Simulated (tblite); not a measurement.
Record of a relaxation.

C2H9GePS2.
Numbering: `[PH2:1][GeH2:2][S:3][CH2:4][CH2:5][SH:6]` (hydrogens: H7, H8 on P1; H9, H10 on Ge2; H11, H12 on C4; H13, H14 on C5; H15 on S6)

Computed with GFN2-xTB (tblite), gas phase: L-BFGS steps from a force-field or distance-geometry start until the largest atomic force falls under 0.01 eV/Å. 10 of its 143 geometries are shown.

Step 0: E = -538.4239 eV, largest atomic force 1.943 eV/Å
```
atom  x, y, z in Å  |  force x, y, z in eV/Å
P1      3.232   -0.156    0.135    0.833  -0.971   1.463
Ge2     1.478    1.191   -0.464    0.542   0.501   0.161
S3     -0.129    0.094   -1.481   -0.056   0.262  -1.167
C4     -0.947   -1.141   -0.479   -0.385  -1.805   0.461
C5     -2.311   -0.687    0.035   -0.629  -0.512  -0.848
S6     -2.115    0.886    0.890   -0.636   1.314   0.324
H7      3.334   -1.282   -0.769    0.109   1.392   0.023
H8      4.471    0.616    0.047   -1.187  -0.654  -0.742
H9      0.956    1.995    0.769    0.244  -0.361  -0.345
H10     2.019    2.242   -1.445   -0.431  -0.004  -0.056
H11    -1.136   -2.026   -1.144    0.286   0.695   0.281
H12    -0.330   -1.540    0.353   -0.107   0.587  -0.366
H13    -2.718   -1.467    0.727    0.271   0.759  -0.316
H14    -3.027   -0.581   -0.822    0.598   0.061   0.738
H15    -2.780    1.865    0.118    0.548  -1.265   0.390
```

Step 16: E = -539.4390 eV, largest atomic force 0.153 eV/Å
```
atom  x, y, z in Å  |  force x, y, z in eV/Å
P1      3.220   -0.301    0.364   -0.112  -0.006  -0.011
Ge2     1.506    1.068   -0.424   -0.011   0.150  -0.010
S3     -0.107    0.086   -1.620    0.012   0.087  -0.009
C4     -0.914   -1.109   -0.491   -0.046  -0.019   0.043
C5     -2.261   -0.643    0.035    0.007  -0.057  -0.036
S6     -2.201    0.897    1.026    0.017  -0.080  -0.033
H7      3.256   -1.027   -0.819    0.063   0.025  -0.027
H8      4.196    0.596   -0.063   -0.095  -0.081  -0.010
H9      0.942    1.884    0.737   -0.051  -0.066  -0.096
H10     1.949    2.100   -1.457    0.018  -0.024   0.078
H11    -1.077   -1.998   -1.102    0.056  -0.050   0.087
H12    -0.233   -1.342    0.328   -0.005   0.022  -0.023
H13    -2.667   -1.420    0.685    0.005   0.036   0.045
H14    -2.959   -0.461   -0.779    0.042  -0.043  -0.035
H15    -2.653    1.677    0.052    0.101   0.108   0.038
```

Step 32: E = -539.5362 eV, largest atomic force 0.210 eV/Å
```
atom  x, y, z in Å  |  force x, y, z in eV/Å
P1      2.951   -0.431    0.298   -0.026   0.040  -0.018
Ge2     1.395    1.084   -0.512   -0.060   0.005  -0.003
S3     -0.192    0.096   -1.734    0.052   0.013   0.135
C4     -0.832   -1.062   -0.460   -0.119  -0.102   0.140
C5     -2.216   -0.669    0.030    0.008   0.004  -0.080
S6     -2.207    0.834    1.070   -0.031  -0.016   0.050
H7      3.146   -0.991   -0.961    0.023   0.040   0.015
H8      3.957    0.511    0.112    0.010  -0.110   0.030
H9      0.714    1.826    0.619   -0.009   0.014   0.068
H10     1.978    2.179   -1.379   -0.008   0.040  -0.129
H11    -0.871   -2.042   -0.939   -0.049   0.029   0.007
H12    -0.143   -1.110    0.387    0.057   0.030  -0.084
H13    -2.640   -1.447    0.675    0.144   0.056  -0.111
H14    -2.882   -0.494   -0.813   -0.043  -0.004   0.032
H15    -2.161    1.723    0.081    0.051  -0.039  -0.052
```

Step 47: E = -539.5622 eV, largest atomic force 0.056 eV/Å
```
atom  x, y, z in Å  |  force x, y, z in eV/Å
P1      2.868   -0.451    0.283    0.010   0.006  -0.014
Ge2     1.381    1.138   -0.525    0.030  -0.032   0.001
S3     -0.199    0.114   -1.714   -0.017   0.043  -0.011
C4     -0.829   -1.056   -0.449    0.008  -0.025   0.015
C5     -2.214   -0.676    0.034    0.011  -0.042  -0.034
S6     -2.237    0.829    1.065    0.013   0.011  -0.044
H7      3.118   -0.946   -0.992   -0.001   0.008   0.005
H8      3.954    0.411    0.224   -0.047   0.007   0.012
H9      0.720    1.871    0.629    0.017   0.035  -0.005
H10     1.902    2.211   -1.463    0.022   0.006   0.004
H11    -0.864   -2.031   -0.937   -0.027   0.001   0.013
H12    -0.125   -1.096    0.384    0.016  -0.012   0.012
H13    -2.612   -1.463    0.677    0.006  -0.002   0.000
H14    -2.882   -0.524   -0.813   -0.044   0.020   0.028
H15    -1.984    1.679    0.069    0.003  -0.024   0.017
```

Step 63: E = -539.5692 eV, largest atomic force 0.045 eV/Å
```
atom  x, y, z in Å  |  force x, y, z in eV/Å
P1      2.828   -0.469    0.280   -0.001   0.020   0.004
Ge2     1.381    1.151   -0.529    0.043  -0.012   0.006
S3     -0.236    0.160   -1.696   -0.028  -0.012  -0.001
C4     -0.843   -1.060   -0.461   -0.003   0.010  -0.011
C5     -2.224   -0.698    0.047    0.013  -0.012  -0.013
S6     -2.229    0.820    1.058   -0.002   0.016   0.021
H7      3.135   -0.910   -1.002    0.000  -0.001  -0.006
H8      3.893    0.418    0.293    0.002  -0.008   0.026
H9      0.792    1.959    0.617   -0.025  -0.004  -0.017
H10     1.947    2.178   -1.494    0.002  -0.009  -0.009
H11    -0.882   -2.020   -0.978    0.009   0.020   0.011
H12    -0.130   -1.119    0.365   -0.006  -0.014  -0.031
H13    -2.601   -1.483    0.704    0.015   0.005  -0.004
H14    -2.916   -0.553   -0.782   -0.007  -0.009   0.010
H15    -1.921    1.636    0.050   -0.011   0.009   0.013
```

Step 79: E = -539.5762 eV, largest atomic force 0.067 eV/Å
```
atom  x, y, z in Å  |  force x, y, z in eV/Å
P1      2.748   -0.504    0.293    0.024  -0.002   0.010
Ge2     1.381    1.149   -0.581   -0.023   0.027  -0.025
S3     -0.286    0.215   -1.727    0.001   0.003  -0.010
C4     -0.853   -1.043   -0.515    0.009   0.025   0.003
C5     -2.204   -0.710    0.080   -0.032   0.006  -0.002
S6     -2.196    0.798    1.109    0.039  -0.051   0.020
H7      3.213   -0.857   -0.970   -0.028   0.000   0.008
H8      3.792    0.389    0.484   -0.021   0.004   0.022
H9      0.805    2.046    0.506    0.016  -0.028   0.014
H10     2.018    2.103   -1.573    0.007   0.017  -0.032
H11    -0.922   -1.981   -1.067    0.017   0.001   0.018
H12    -0.104   -1.133    0.272    0.030  -0.048   0.001
H13    -2.514   -1.513    0.750   -0.009   0.014   0.030
H14    -2.955   -0.584   -0.698   -0.017   0.034  -0.036
H15    -1.926    1.635    0.108   -0.012   0.000  -0.021
```

Step 95: E = -539.5828 eV, largest atomic force 0.038 eV/Å
```
atom  x, y, z in Å  |  force x, y, z in eV/Å
P1      2.651   -0.521    0.309    0.012   0.002   0.012
Ge2     1.372    1.154   -0.651   -0.011   0.003  -0.003
S3     -0.330    0.245   -1.763    0.015   0.002  -0.009
C4     -0.854   -1.047   -0.569    0.003   0.009  -0.010
C5     -2.167   -0.716    0.108   -0.011   0.034   0.012
S6     -2.071    0.764    1.174    0.014  -0.014  -0.013
H7      3.274   -0.815   -0.897    0.001  -0.006  -0.004
H8      3.641    0.379    0.673    0.001   0.008  -0.002
H9      0.853    2.100    0.420   -0.019   0.017  -0.001
H10     2.048    2.047   -1.678   -0.005  -0.005   0.007
H11    -0.961   -1.962   -1.150   -0.016  -0.027  -0.008
H12    -0.065   -1.181    0.173    0.006  -0.021   0.010
H13    -2.454   -1.530    0.775    0.002   0.008  -0.001
H14    -2.957   -0.550   -0.624   -0.004   0.005  -0.005
H15    -1.985    1.639    0.172    0.013  -0.014   0.016
```

Step 110: E = -539.5933 eV, largest atomic force 0.061 eV/Å
```
atom  x, y, z in Å  |  force x, y, z in eV/Å
P1      2.552   -0.485    0.385   -0.017   0.015   0.014
Ge2     1.310    1.156   -0.685   -0.020   0.019  -0.012
S3     -0.322    0.176   -1.842   -0.007   0.022  -0.019
C4     -0.870   -1.112   -0.660   -0.001  -0.008   0.023
C5     -2.098   -0.698    0.125    0.000   0.002  -0.006
S6     -1.778    0.702    1.256   -0.022  -0.003  -0.028
H7      3.279   -0.727   -0.775    0.001  -0.020   0.011
H8      3.475    0.439    0.843    0.016   0.034   0.005
H9      0.757    2.213    0.267    0.034  -0.045  -0.024
H10     2.053    1.953   -1.748   -0.002   0.000   0.013
H11    -1.093   -1.991   -1.266   -0.020   0.028   0.023
H12    -0.040   -1.342    0.015   -0.044  -0.016  -0.021
H13    -2.427   -1.518    0.767    0.037   0.009  -0.020
H14    -2.913   -0.410   -0.539    0.022  -0.018   0.012
H15    -1.888    1.652    0.328    0.024  -0.019   0.029
```

Step 126: E = -539.6141 eV, largest atomic force 0.079 eV/Å
```
atom  x, y, z in Å  |  force x, y, z in eV/Å
P1      2.318   -0.409    0.537    0.036   0.067  -0.023
Ge2     1.251    1.135   -0.832    0.033  -0.016   0.014
S3     -0.411    0.190   -1.980   -0.023   0.024  -0.012
C4     -0.936   -1.146   -0.845    0.010   0.014   0.004
C5     -1.963   -0.706    0.178   -0.040   0.019  -0.024
S6     -1.326    0.541    1.355    0.004  -0.058   0.027
H7      3.331   -0.590   -0.401   -0.030  -0.006   0.042
H8      3.017    0.602    1.184   -0.028  -0.037  -0.031
H9      0.758    2.367   -0.077    0.002  -0.013  -0.012
H10     2.138    1.727   -1.926   -0.025  -0.013   0.022
H11    -1.378   -1.906   -1.489    0.018  -0.027  -0.011
H12    -0.052   -1.556   -0.355    0.013   0.000   0.008
H13    -2.254   -1.559    0.792    0.017   0.011  -0.004
H14    -2.845   -0.294   -0.310    0.015   0.023   0.045
H15    -1.653    1.613    0.641   -0.003   0.013  -0.043
```

Step 142: E = -539.6177 eV, largest atomic force 0.010 eV/Å
```
atom  x, y, z in Å  |  force x, y, z in eV/Å
P1      2.230   -0.405    0.550    0.001  -0.003   0.001
Ge2     1.247    1.131   -0.883    0.000  -0.003  -0.002
S3     -0.474    0.248   -1.997   -0.007  -0.002   0.000
C4     -0.952   -1.126   -0.887   -0.001  -0.002   0.002
C5     -1.930   -0.722    0.197   -0.002   0.001  -0.002
S6     -1.238    0.482    1.386   -0.004  -0.002  -0.001
H7      3.339   -0.537   -0.276    0.010   0.000  -0.002
H8      2.822    0.614    1.279   -0.001   0.004   0.002
H9      0.800    2.405   -0.173   -0.004  -0.001   0.001
H10     2.162    1.652   -1.986    0.000   0.002   0.000
H11    -1.416   -1.870   -1.535    0.003   0.006  -0.002
H12    -0.046   -1.548   -0.447    0.000  -0.005   0.003
H13    -2.189   -1.596    0.795   -0.003   0.003  -0.003
H14    -2.835   -0.290   -0.227    0.006   0.003   0.006
H15    -1.526    1.571    0.677    0.003  -0.001  -0.002
```

Task: Summarise the path.

Result: The energy falls by 27.53 kcal/mol from step 0 to step 142; nine tenths of that is first reached at step 26. It falls at every step. The largest force goes from 1.943 to 0.010 eV/Å. Among the bonds S6–H15 changes most, from 1.413 to 1.331 Å; the atoms move by 0.962 Å rms after alignment.

What follows is the cost of the whole relaxation. The run took 2.0 s wall on Intel Xeon Platinum 8259CL at 2.50 GHz, one thread, shared host with 96 logical CPUs at a one-minute load of 44.
